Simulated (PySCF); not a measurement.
C6H7N3S.
Z-matrix (Å and degrees, PBE0-D3(BJ)/def2-SVP geometry), rows numbered from 1:
```
C 
C   1  1.3372
C   2  1.4650  1  123.34
C   3  1.3855  2  121.97  1   179.80
C   4  1.3983  3  115.39  2  -179.76
S   5  1.7438  4  120.01  3   179.82
C   6  1.8014  5  101.17  4   179.98
N   5  1.3343  4  121.09  3    -0.17
N   8  1.3149  5  120.22  4    -0.08
N   9  1.2932  8  122.04  5     0.26
H   1  1.0930  2  120.11  3     0.02
H   1  1.0921  2  121.12  3  -179.96
H   2  1.0945  1  120.75  3   179.93
H   4  1.0926  3  122.24  2     0.20
H   7  1.0971  6  110.60  5   -59.07
H   7  1.0981  6  105.53  5  -178.45
H   7  1.0972  6  110.74  5    62.16
```

Definitions: NICS(0) = −σiso at the ring centroid; NICS(1) = −σiso and NICS(1)zz = −σzz at ±1 Å along the ring normal z. Level: GIAO B3LYP/pcSseg-1 (PySCF, non-relativistic, gas phase) on the PBE0-D3(BJ)/def2-SVP geometry, one conformer.

Ring bond lengths (Å): C3–C4 1.386, C4–C5 1.398, C5–N8 1.334, N8–N9 1.315, N9–N10 1.293, N10–C3 1.353.

**Question.** What do the NICS probes read (ppm)?

**Answer.** 
| ring | type | NICS(0) | NICS(1), two faces | NICS(1)zz, two faces | rms pucker (Å) | centre to ring atoms, mean (Å) |
| --- | --- | --- | --- | --- | --- | --- |
| C3–C4–C5–N8–N9–N10 | 6-membered ring with 3 N; formal bonds all aromatic | -2.0 | -9.1 / -9.1 | -19.9 / -19.9 | 0.00 | 1.35 |

**Question.** What can be read from them?

**Answer.** 
- C3–C4–C5–N8–N9–N10: mean NICS(1)zz -19.9 ppm, shielded. NICS(0) lies 7 ppm above the mean NICS(1).

**Question.** What does the geometric index give? HOMA takes Krygowski's 1993 parameters.

**Answer.** 
- C3–C4–C5–N8–N9–N10: HOMA 0.98; the largest term is that of N10–C3, α(R − Ropt)² = 0.03.

**Question.** How do the values depend on the level or the medium?

**Answer.** 
```csv
level,"NICS(0), C3–C4–C5–N8–N9–N10","mean NICS(1)zz, C3–C4–C5–N8–N9–N10"
"B3LYP/pcSseg-1, gas",-2.0,-19.9
"PBE0/pcSseg-1, gas",-2.1,-20.5
"PBE0/pcSseg-1, IEF-PCM acetone",-1.9,-20.0
"PBE0/pcSseg-1, IEF-PCM benzene",-2.0,-20.3
```

The geometry is the same throughout; the continuum's cavity takes Bondi-type radii × 1.2.
